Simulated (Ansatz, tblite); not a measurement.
Removing an electron: Au₄⁻. The state is a doublet with charge -1. Geometry: PBE0-D4/def2-SVPD. Ansatz, gas phase; energy differences of separate SCF runs; the oxidised species is a singlet (the triplet lies 1.00 eV higher at PBE0-D4/def2-TZVPD).

```xyz
4

Au    1.3128   -0.1671   -0.0954
Au   -3.6654    1.1424    0.6826
Au    3.6539   -1.1630   -0.6941
Au   -1.3013    0.1877    0.1068
```

In the def2 sets Au takes a core potential; there is no spin–orbit coupling. The xTB rows come from tblite. The structure comes from a short search, and lower isomers may exist.

```csv
level,−HOMO (eV),vertical IE (eV),−LUMO (eV),HOMO–LUMO gap (eV)
GFN1-xTB,–,7.83,–,–
PBE-D4/def2-TZVPD,1.37,3.36,1.06,0.31
r2SCAN-D4/def2-TZVPD,1.54,3.39,0.93,0.61
```

Q: Estimate the rows for GFN2-xTB, PBE0-D4/def2-TZVPD.

A: 
```
             level  −HOMO (eV)  vertical IE (eV)  −LUMO (eV)  HOMO–LUMO gap (eV)
          GFN2-xTB           –              4.08           –                   –
PBE0-D4/def2-TZVPD        1.86              3.24        0.27                1.58
```

  HOMO and LUMO are the levels of the spin that leaves or enters (xTB has no such levels and no spin-polarisation term). Other spin states of the ions may lie lower, which would lower the ionisation energy or raise the affinity. Raw xTB energy differences between charge states are shifted by several eV; the methods need an empirical correction for them.
